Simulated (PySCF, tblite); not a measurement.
Compound: C6H3Cl2O2 (doublet state).
Numbering: `[C:1]#[C:2][CH2:3][C:4]([C:5](=[O:6])[OH:7])=[C:8]([Cl:9])[Cl:10]` (hydrogens: H11, H12 on C3; H13 on O7)

Jobs on this species (13 atoms, 89 electrons) with PySCF (density fitting) and tblite. Hardware of each: one thread, Intel Xeon at 2.70 GHz (x86_64), no GPU, on a shared host. Times come from a shared host and carry two figures at best.

Question: Rank these jobs by wall time, shortest first.
A. UKS B3LYP, pcH-1 on C Cl H O, non-relativistic, mean-field spin-orbit, GIAO; unrestricted SCF, g, hyperfine, density and orbital grids written; 300 basis functions
B. GFN2-xTB; L-BFGS relaxation
C. GFN2-xTB; Hessian by finite differences

Answer: C (1.0 s), B (1.8 s), A (4.0 min).

All jobs:

```json
{"level and settings": "GFN2-xTB", "work": "Hessian by finite differences", "basis functions": "–", "SCF cycles": "–", "wall time": "1.0 s"}
{"level and settings": "GFN2-xTB", "work": "L-BFGS relaxation", "basis functions": "–", "SCF cycles": "–", "wall time": "1.8 s"}
{"level and settings": "UKS B3LYP, pcH-1 on C Cl H O, non-relativistic, mean-field spin-orbit, GIAO", "work": "unrestricted SCF, g, hyperfine, density and orbital grids written", "basis functions": "300", "SCF cycles": "27", "wall time": "4.0 min"}
```

Q: What do all jobs in the table cost together?

A: About 4.0 min; the longest takes about 99 % of that, and about 240 times as long as the shortest.
